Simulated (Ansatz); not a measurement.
Reaction (formal exchange of groups at the Al–Cl bond): `C[SiH2][Al]([F])[Cl]` + `FC(F)Cl` → `C[SiH2][Al]([F])[F]` + `FC(Cl)Cl`

Computed with Ansatz on PBE0-D4/def2-TZVP structures; ΔE is electronic, products minus reactants. CBS: MP2 limit from def2 TZ/QZ plus the TZ coupled-cluster correction, frozen cores. One conformer a species, not always the lowest.

```
               species  CCSD/def2-TZVPP energy (Eh)
`C[SiH2][Al]([F])[Cl]`                  -1131.69297
             `FC(F)Cl`                   -697.80869
 `C[SiH2][Al]([F])[F]`                   -771.71728
            `FC(Cl)Cl`                  -1057.78394
```

Question: Work out ΔE.

Answer: ΔE = (-771.71728) + (-1057.78394) − (-1131.69297) − (-697.80869) = 0.00044 Eh = +1.2 kJ/mol. CCSD(T)/CBS gives -6.7 kJ/mol.

Largest T1 diagnostic among the species: 0.013.

In def2-TZVPP, CCSD(T) changes the Hartree–Fock value by −19.9 kJ/mol (the triples alone add −1.9 kJ/mol) and MP2 by −26.3 kJ/mol. From PBE to PBE0 (25 % exact exchange), in def2-TZVPP and without D4, ΔE moves by +5.9 kJ/mol.
